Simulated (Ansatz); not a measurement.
Z-matrix (Å, degrees):
```
B
O 1 1.3774
H 2 0.9630 1 113.72
B 1 1.6742 2 126.61 3 -0.02
H 4 1.1992 1 122.00 2 92.78
H 4 1.1992 5 115.82 1 -174.86
B 1 1.6807 2 119.10 3 179.99
H 7 1.1987 1 121.84 2 92.57
H 7 1.1987 8 116.18 1 -175.25
```
Charge 0, multiplicity 1.

Computed with frozen-core CCSD(T)/cc-pVTZ // r2SCAN-D4/def2-TZVP (Ansatz, a quantum-chemistry and plane-wave program).

The HF energy comes out as -151.85186 Ha and the MP2 correlation energy is -0.53343 Ha.

Estimate the CCSD correlation energy, the (T) correction, the total energy and the T1 diagnostic.


| Quantity | Value |
|---|---|
| CCSD correlation energy | -0.57638 Ha |
| (T) correction | -0.02020 Ha |
| CCSD(T) total energy | -152.44844 Ha |
| T1 diagnostic | 0.014 |
